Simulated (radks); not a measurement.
Valence configurations of Ga2+ (all share [Ar]). Calculated with a radial shooting solver on a logarithmic mesh with Libxc functionals: Dirac Kohn-Sham, PBE, spin-unpolarised, spherical densities, finite nucleus; open shells fill j = l - 1/2 first; Fermi nuclear charge, rms radius 3.9973 fm. Energies are relative to 3d10 4s1; eigenvalues in eV.

valence           E (eV)  e(3d3/2)  e(3d5/2)  e(4p1/2)  e(4p3/2)  e(4s1/2)
3d10 4s1           0.000   -39.633   -39.167         -         -   -26.067
3d10 4s0.5 4p0.5   4.100   -40.424   -39.957   -18.306         -   -26.540
3d10 4p1           8.234   -41.199   -40.732   -18.702         -         -
3d9.5 4s0.5 4p1   15.786   -45.173   -44.690   -19.566         -   -28.179
3d9 4s2           15.907   -47.848   -47.350         -         -   -28.500
3d9 4s1.5 4p0.5   20.328   -48.608   -48.109   -20.067         -   -28.938
3d9 4s1 4p1       24.778   -49.355   -48.855   -20.435         -   -29.365
3d8 4s1 4p2       57.091   -59.686   -59.151   -22.827         -   -32.496
3d8 4s0.5 4p2.5   62.111   -60.421   -59.885   -23.173   -22.829   -32.896
3d7 4s2 4p2       87.313   -69.266   -68.696   -24.507         -   -34.793

NIST lists [Ar] 3d10 4s1 as the ground configuration; this level of theory agrees among the configurations tried. The energies are those of spherical spin-averaged densities, not of single terms.
